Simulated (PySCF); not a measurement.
Computed shifts of a molecule C4H9FSi, PBE/pcSseg-1 run with PySCF, GIAO, gas phase, equivalent atoms averaged, in ppm (number of nuclei): ¹³C: 169.6 (1), 102.9 (1), 13.2 (1), 8.1 (1). ²⁹Si: -50.1 (1). ¹⁹F: -92.7 (1). ¹H: 7.35 (1), 4.84 (2), 4.77 (1), 1.42 (3), 1.06 (2). References: ¹³C against TMS (σ = 182.0 ppm); ²⁹Si against TMS (σ = 335.4 ppm); ¹⁹F against CFCl3 (σ = 133.6 ppm); ¹H against TMS (σ = 31.49 ppm), references at their B3LYP-D3(BJ)/def2-TZVP geometries, non-relativistic. Geometry: PBE0-D3(BJ)/def2-SVP. The values are those of a single conformer.

Q: Pick the molecule that these values belong to.
A) C[C@@H]1C[SiH2][C@@H]1F
B) C[C@]1([SiH3])C[C@H]1F
C) C[C@H]1C[C@H]1[SiH2]F
D) CC[SiH2]/C=C\F

A: D, CC[SiH2]/C=C\F
